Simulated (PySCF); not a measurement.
Hf(OH)2(H)2 (H4HfO2), SMILES [HfH2]([OH])[OH], multiplicity 1.

Coordinates come from a PBE0-D3(BJ)/def2-TZVP optimisation. The spin state was assumed, not searched. The def2 effective core potentials stand for the cores of Hf; spin–orbit coupling is left out. One conformer was computed; it need not be the lowest.

Two levels are set side by side: PBE/def2-TZVPD (PySCF) and ωB97X/def2-TZVPD (PySCF). Same geometry, gas phase. Differences are taken from unrounded values.

| quantity | ωB97X | PBE | PBE minus ωB97X |
|---|---|---|---|
| orbital gap (eV) | 11.02 | 4.39 | -6.63 |
| highest occupied level (eV) | -10.18 | -6.33 | 3.85 |
| lowest empty level (eV) | 0.84 | -1.94 | -2.78 |
| dipole moment (D) | 3.27 | 3.21 | -0.05 |
| mean polarisability (bohr³) | 53.4 | 57.6 | 4.2 |

Without exact exchange PBE keeps part of each electron's self-repulsion, which lifts occupied levels and narrows the gap. Loosely held outer electrons make PBE densities more polarisable. Differences between two approximate levels are no errors against the true value.

Rough cost on one machine, each run with all the roots and properties that it gave: ωB97X against PBE within a factor of 2.
